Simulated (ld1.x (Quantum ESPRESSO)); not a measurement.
# Configuration tests for antimony (TM)

- Element: antimony
- Generator: ld1.x (Quantum ESPRESSO) 7.5
- Type: norm-conserving Troullier–Martins (Kleinman–Bylander form)
- Functional: LDA (PZ)
- Relativity: fully relativistic
- Frozen core: [Kr] 4d10
- Valence charge: 5
- Reference configuration: 5s2 5p3
- Partial waves: 5p (bound): rc 2.35 bohr; 5d channel at 0.15 Ry: rc 2.20 bohr; 5s (bound): rc 1.60 bohr
- Local potential: the s channel
- Core correction: a·sin(br)/r model core inside 1.60 bohr

Open shells are filled in proportion to 2j + 1 (rel_dist='average').

Energies are relative to the spin-unpolarised reference configuration 5s2 5p3; without spin polarisation the order of configurations can differ from experiment.

Problem. Give the all-electron excitation energy and the error of the potential for: 5s2 5p2; 5s2 5p1; 5s2 5p0; 5s1 5p0; 5s2 5p2.5; 5s1 5p4; 5s2 5p3.3.

Solution.

```json
{"valence configuration": "5s2 5p2", "charge": "+1", "ΔE all-electron (eV)": "8.538", "error AE − PS (meV)": "-3.4"}
{"valence configuration": "5s2 5p1", "charge": "+2", "ΔE all-electron (eV)": "24.813", "error AE − PS (meV)": "-28"}
{"valence configuration": "5s2 5p0", "charge": "+3", "ΔE all-electron (eV)": "49.625", "error AE − PS (meV)": "-109"}
{"valence configuration": "5s1 5p0", "charge": "+4", "ΔE all-electron (eV)": "94.438", "error AE − PS (meV)": "-419"}
{"valence configuration": "5s2 5p2.5", "charge": "+0.5", "ΔE all-electron (eV)": "3.363", "error AE − PS (meV)": "-0.6"}
{"valence configuration": "5s1 5p4", "charge": "0", "ΔE all-electron (eV)": "8.181", "error AE − PS (meV)": "-12"}
{"valence configuration": "5s2 5p3.3", "charge": "-0.3", "ΔE all-electron (eV)": "-1.212", "error AE − PS (meV)": "-0.1"}
```

Note: ghost states, extra bound levels that the all-electron valence spectrum of the same l lacks: d3/2 at -231.3 eV, d5/2 at -184.5 eV. A true bound ghost makes a file unfit for plane-wave use.
